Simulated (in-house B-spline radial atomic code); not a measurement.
Radial electron density of K VIII (K7+), [Ne] 3s2. Method: non-relativistic r2SCAN0, spin-polarised, spherical fractional occupations, point nucleus. Calculated with an all-electron radial atomic-structure program (B-spline basis).

Columns: r (bohr), 4πr²n(r) (electrons per bohr), bar.

```
   0.003   0.4606 #
 0.00357   0.6382 #
 0.00425   0.8815 ##
 0.00506    1.212 ##
 0.00602    1.654 ###
 0.00717    2.246 ####
 0.00854    3.024 ######
  0.0102    4.051 ########
  0.0121    5.305 ##########
  0.0144    6.886 ##############
  0.0172    8.836 #################
  0.0204    11.01 ######################
  0.0243    13.49 ##########################
   0.029     16.1 ################################
  0.0345    18.54 ####################################
   0.041    20.57 ########################################
  0.0489    21.87 ###########################################
  0.0582    22.13 ###########################################
  0.0693    21.27 ##########################################
  0.0825    19.49 ######################################
  0.0982    17.34 ##################################
   0.117    15.65 ###############################
   0.139    15.24 ##############################
   0.166    16.49 ################################
   0.197    18.91 #####################################
   0.235    21.42 ##########################################
    0.28     22.4 ############################################
   0.333    20.84 #########################################
   0.396    16.85 #################################
   0.472    11.61 #######################
   0.562    6.965 ##############
   0.669    4.097 ########
   0.796    2.984 ######
   0.948    2.681 #####
    1.13    2.259 ####
    1.34    1.517 ###
     1.6   0.7288 #
    1.91   0.2402 
    2.27  0.05361 
     2.7 0.007353 
    3.22 0.0005536 
    3.83 2.239e-05
```

On this grid the curve has 2 maxima, near 0.0582, 0.28 bohr.

The 2p up radial function P(r) = rR(r), positive near the nucleus:

```
r (bohr)         P
   0.003  0.001901
 0.00425  0.003769
 0.00602  0.007437
 0.00854   0.01462
  0.0121   0.02838
  0.0172   0.05466
  0.0243    0.1021
  0.0345    0.1874
  0.0489    0.3304
  0.0693    0.5531
  0.0982    0.8633
   0.139     1.227
   0.197     1.542
    0.28      1.64
   0.396     1.398
   0.562    0.8831
   0.796    0.3739
    1.13   0.09225
     1.6   0.01079
```
